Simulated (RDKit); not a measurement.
RDKit input (UFF):

```python
from rdkit import Chem
from rdkit.Chem import AllChem, rdDetermineBonds

mol = Chem.MolFromXYZFile('mol.xyz')
rdDetermineBonds.DetermineBonds(mol, charge=-1)
print('SMILES', Chem.MolToSmiles(Chem.RemoveHs(mol)))
ff = AllChem.UFFGetMoleculeForceField(mol)
e0 = ff.CalcEnergy()
flag = ff.Minimize(maxIts=5000, forceTol=1e-5)
print(f'energy {e0:.4f} -> {ff.CalcEnergy():.4f} kcal/mol, converged: {flag == 0}')
print(Chem.MolToXYZBlock(mol))
```
mol.xyz:
```
8

I      1.87422500    -0.88355900     0.46690400
C     -0.16526200    -0.22056800     0.03739100
C     -1.25669700    -1.10990900     0.13500000
C     -2.38479700    -0.46125100    -0.17678400
Se    -2.10921500     1.47163500    -0.65107100
C     -0.30429500     1.08187900    -0.32280400
H     -3.41601100    -0.78159600    -0.22140700
H      0.46169000     1.83371900    -0.42491500
```

Output:

```
[05:51:38] UFFTYPER: Unrecognized atom type: Se2+2 (4)
SMILES Ic1[c-]c[se]c1
energy 10.4015 -> -0.3234 kcal/mol, converged: True
8

I      1.760937   -0.938131    0.467102
C     -0.138642   -0.143979    0.020561
C     -1.252162   -0.954092    0.094556
C     -2.498295   -0.440059   -0.196553
Se    -2.109215    1.471635   -0.651071
C     -0.277034    1.180137   -0.345257
H     -3.371753   -1.074809   -0.138699
H      0.585801    1.829648   -0.408326
```

The dipole moment of an ion depends on the origin.

The geometry given is a B3LYP-D3(BJ)/def2-TZVP minimum.
